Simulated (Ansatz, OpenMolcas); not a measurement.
## How methods differ on GeSiH6O (SMILES [SiH3][O][GeH3])

GeSiH6O: 9 atoms, total charge 0, spin state singlet. SMILES: `[SiH3][O][GeH3]`. The coordinates come from a PBE0-D4/def2-TZVP relaxation.

Quantity: the HOMO–LUMO gap, in eV. The values are calculated.

```json
{"level": "BLYP/def2-SVP", "kind": "GGA", "program": "Ansatz", "value (eV)": "6.11", "CPU time": "4 s"}
{"level": "M06-L/def2-SVP", "kind": "meta-GGA", "program": "OpenMolcas", "value (eV)": "7.07", "CPU time": "44 s"}
{"level": "r2SCAN/def2-SVP", "kind": "meta-GGA", "program": "Ansatz", "value (eV)": "6.81", "CPU time": "6.4 s"}
{"level": "B3LYP/def2-SVP", "kind": "global hybrid", "program": "Ansatz", "value (eV)": "8.01", "CPU time": "5 s"}
{"level": "BHLYP/def2-SVP", "kind": "global hybrid", "program": "OpenMolcas", "value (eV)": "10.81", "CPU time": "37 s"}
{"level": "r2SCAN0/def2-SVP", "kind": "hybrid meta-GGA", "program": "Ansatz", "value (eV)": "8.93", "CPU time": "11 s"}
{"level": "HSE06/def2-SVP", "kind": "range-separated hybrid", "program": "Ansatz", "value (eV)": "7.68", "CPU time": "4.8 s"}
{"level": "B2PLYP/def2-SVP", "kind": "double hybrid", "program": "OpenMolcas", "value (eV)": "11.09", "CPU time": "27 s"}
```

All-electron rows without a relativistic Hamiltonian named are non-relativistic. The values span 6.11 to 11.09 eV. Orbital gaps aren't excitation energies, and those of double hybrids come from the SCF part alone; they tend to grow with the share of exact exchange. Times are those of the runs behind each value, whatever else they computed, on shared processors of several kinds: orders of magnitude only.
